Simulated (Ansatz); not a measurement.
toluene (SMILES Cc1ccccc1) moved off its minimum; all values from Ansatz (a first-principles code), cores frozen in correlated methods.
(charge 0, multiplicity 1)
```xyz
15

C     -2.36649    -0.07725     0.02606
C     -0.84597    -0.12658     0.06137
C     -0.11960    -1.21133     0.13331
C      1.31587    -1.07544     0.17656
C      1.96300     0.17696    -0.01206
C      1.24080     1.29892    -0.12497
C     -0.17892     1.18909    -0.18578
H     -2.77370     0.72395     0.28223
H     -2.73537    -0.80667     0.60834
H     -2.68543    -0.22759    -0.86773
H     -0.72397    -2.21766     0.28767
H      1.83820    -2.12271     0.27351
H      3.06275     0.27694    -0.03526
H      1.65921     2.20785    -0.33141
H     -0.89067     2.14072    -0.28523
```

Task: Give the forces (eV/Å), the total energy and the dipole at CCSD(T)/aug-cc-pVTZ.

Result: 
```
atom      Fx      Fy      Fz
----  ------  ------  ------
C1     6.430  -4.007   1.257
C2    -1.988   7.020  -1.454
C3     1.960  -4.287   1.223
C4     0.197  -2.515  -0.374
C5     1.877  -3.473   0.788
C6    -4.711   0.076  -0.729
C7    -1.414   0.011   1.030
H8    -2.873   7.407   2.702
H9    -1.405  -2.858   2.219
H10   -1.893  -1.334  -6.143
H11    1.835   1.806  -0.339
H12   -0.413   2.461  -0.181
H13   -0.602  -0.478   0.110
H14    1.217   2.294  -0.269
H15    1.783  -2.124   0.161
```
Energy -270.9789 hartree, dipole 0.57 D.

Doubts at one or more of the structures used: a restricted determinant that unrestricted orbitals would lower (CCSD(T)/aug-cc-pVTZ).
